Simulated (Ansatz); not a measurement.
# Match the barriers

Saddle point of SiNH₅OF₂, closed shell (SiH₂OF₂ ([OH][SiH]([F])[F]) + NH₃ → SiNH₃F₂ ([NH2][SiH]([F])[F]) + H₂O; bonds formed: O2–H6; dative contacts that become bonds: Si1–N7; bonds broken: Si1–O2, H6–N7), PBE0-D4/def2-TZVP structure:

```xyz
10
angstrom
Si 0.4746 0.6166 0.2218
O 0.8843 -1.1683 -0.4263
F -0.1595 2.0427 0.6896
F 0.9079 0.1306 1.6897
H 1.4396 1.1477 -0.7515
H -0.3356 -1.0956 -0.4805
N -1.1264 -0.1087 -0.3416
H 1.2718 -1.7671 0.2168
H -1.8493 -0.0989 0.3684
H -1.5075 0.3010 -1.1865
```

Ansatz 0.2.0; basis: def2-TZVPP, with def2-QZVPP for the basis limit; cores frozen in the correlated methods. Extrapolation: Hartree–Fock as exp(−7.88 √X), correlation as X^−2.97. Four methods, as single points on the PBE0-D4 structures, gave these electronic barriers from the start structure: 120.4, 134.9, 148.3, 188.9 kJ/mol.

Task: The methods were, in alphabetical order, CCSD(T), HF, PBE-D4, r2SCAN-D4. Which gave which? (A judgement: the text doesn't fix the answer.)

Result: Computed: PBE-D4 120.4; r2SCAN-D4 134.9; CCSD(T) 148.3; HF 188.9 kJ/mol. For comparison, CCSD(T) at an estimated basis limit (MP2 extrapolated from triple and quadruple zeta, plus CCSD(T) − MP2 in triple zeta) gives 148.3 kJ/mol.

No T1 diagnostic of these runs exceeds 0.012.

Labels in which every atom is bracketed show which atoms are joined, not bond orders.

For scale, one of the runs: CCSD(T)/def2-TZVPP, 236 basis functions, launched by `ansatz run in.yaml --threads 4 --pin off --events-out ev --progress --plain --max-ram 9574MiB`. The run took 4.2 min on 4 CPU threads of an AMD EPYC (shared host), with 4.7 GiB of host memory at its peak.
